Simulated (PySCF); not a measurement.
Cd(Et) (C2H5Cd), SMILES [Cd][CH2]C (connectivity only; charge and spin as stated), neutral, multiplicity 2. Atoms are numbered in the order given.

```xyz
8

Cd    -0.0427     0.7253     0.0000
C      0.7036    -1.4729     0.0000
C     -0.4358    -2.4596     0.0000
H      1.3262    -1.5098     0.8945
H      1.3262    -1.5098    -0.8945
H     -1.0734    -2.3523    -0.8809
H     -1.0734    -2.3523     0.8809
H     -0.0651    -3.4935     0.0000
```
Charge 0, spin multiplicity 2.

Geometry: PBE0-D3(BJ)/def2-TZVP. The multiplicity is an assumed one; other spin states were not compared. The isomer is the one that the SMILES or the coordinates give; other isomers of the formula were not compared. The def2 effective core potentials stand for the cores of Cd; spin–orbit coupling is left out.

Method: ωB97X/def2-TZVPD run with PySCF.

Mulliken values depend strongly on the basis, most of all with diffuse functions as here. ESP charges are fitted to the potential on shells at 1.4 to 2.0 van der Waals radii. Atomic charges (e):

```
atom  Mulliken  ESP fit  Mulliken spin
----  --------  -------  -------------
Cd1       0.12    -0.11           0.44
C2       -0.75     0.70           0.48
C3       -0.82    -0.53           0.01
H4        0.36    -0.17           0.02
H5        0.36    -0.17           0.02
H6        0.25     0.11           0.00
H7        0.25     0.11           0.00
H8        0.24     0.07           0.03
```
